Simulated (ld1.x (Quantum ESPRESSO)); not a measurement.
**Which change was made? (Lu, TM semilocal)**

- Element: lutetium
- Generator: ld1.x (Quantum ESPRESSO) 7.5
- Type: norm-conserving Troullier–Martins (semilocal form)
- Functional: PBEsol
- Relativity: scalar-relativistic
- Frozen core: [Kr] 4d10 4f14
- Valence charge: 11
- Reference configuration: 5s2 5p6 5d1 6s2 6p0
- Partial waves: 5p (bound): rc 1.70 bohr; 5d (bound): rc 3.10 bohr; 5s (bound): rc 1.80 bohr
- Local potential: the s channel
- Core correction: none

Occupied shells without a wave of their own: 6s. They enter only through the test configuration that unscreens the potential.

Cutoffs, loose and tight: the cutoffs (Ry, on a coarse ladder) from which the occupation-weighted sum of valence levels, in a spherical-Bessel basis at the reference potential, stays within 10 and 1 mRy of its value at 400 Ry. They do not see the model core or the augmentation charge, which bear on the density cutoff. Test errors are all-electron minus pseudo excitation energies from the reference, over the configurations 5s2 5p6 5d1 6s1 6p0; 5s2 5p6 5d1 6s0 6p0; 5s2 5p6 5d0 6s0 6p0; 5s2 5p6 5d2 6s0 6p0; 5s2 5p6 5d1 6s0 6p2; 5s2 5p5 5d1 6s2 6p0; 5s2 5p6 5d0 6s2 6p0; variants that change the core or the reference have their own tests. The largest error is taken over the tests solved by every variant that gives reliable tests at all, those not shown here included: 5s2 5p6 5d0 6s0 6p0; 5s2 5p6 5d0 6s2 6p0; 5s2 5p6 5d1 6s0 6p0; 5s2 5p6 5d1 6s1 6p0; 5s2 5p6 5d2 6s0 6p0.

The base gives: outcome: generated, misses its reference levels by 0.90 eV; cutoff, loose: 45 Ry; cutoff, tight: 80 Ry; bound ghosts: none; largest test error (meV): -4211.

After one change the result is: outcome: generated, misses its reference levels by 1.53 eV; cutoff, loose: 35 Ry; cutoff, tight: 60 Ry; bound ghosts: none; largest test error (meV): -6877. Which change was it?
A. all radii scaled by about 0.95 (s 1.70, p 1.62, d 2.94 bohr)
B. all radii scaled by about 0.78 (s 1.40, p 1.32, d 2.40 bohr)
C. all radii scaled by about 1.10 (s 1.98, p 1.86, d 3.40 bohr)
D. all radii scaled by about 1.31 (s 2.36, p 2.22, d 4.04 bohr)

C. The others give: all radii scaled by about 0.95 (s 1.70, p 1.62, d 2.94 bohr) → outcome: generated, misses its reference levels by 0.65 eV; cutoff, loose: 55 Ry; cutoff, tight: 90 Ry; bound ghosts: none; largest test error (meV): -3048 | all radii scaled by about 0.78 (s 1.40, p 1.32, d 2.40 bohr) → outcome: generated; cutoff, loose: 90 Ry; cutoff, tight: 140 Ry; bound ghosts: none; largest test error (meV): -695 | all radii scaled by about 1.31 (s 2.36, p 2.22, d 4.04 bohr) → outcome: generated, misses its reference levels by 2.49 eV; cutoff, loose: 21 Ry; cutoff, tight: 35 Ry; bound ghosts: none; largest test error (meV): -14047.
